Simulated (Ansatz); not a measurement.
CH3CuS, SMILES `C[S][Cu]`. The species carries charge 0 and has multiplicity 1. Correlated methods include outer-core shells of Cu, which these sets cover unevenly. Scalar relativity is left out up to krypton.

Z-matrix (Å, degrees):
```
C
S 1 1.819
H 1 1.089 2 112.1
H 1 1.092 2 106.3 3 118.1
H 1 1.089 2 112.0 3 -123.8
Cu 2 2.119 1 104.2 3 61.7
```

Q: Give the diagnostics of a CCSD(T)/def2-TZVPP run (frozen core, the Gaussian-basis code of Ansatz). (Estimate.)

A: The calculation gave: T1 = 0.0268, largest single amplitude 0.089, largest double 0.030, (T) share of the correlation energy 3.4 %, 18 CCSD cycles. The RHF solution is stable towards an unrestricted one. T1 lies over the customary mark of 0.02 for closed shells; compounds of d metals often pass it without a breakdown.
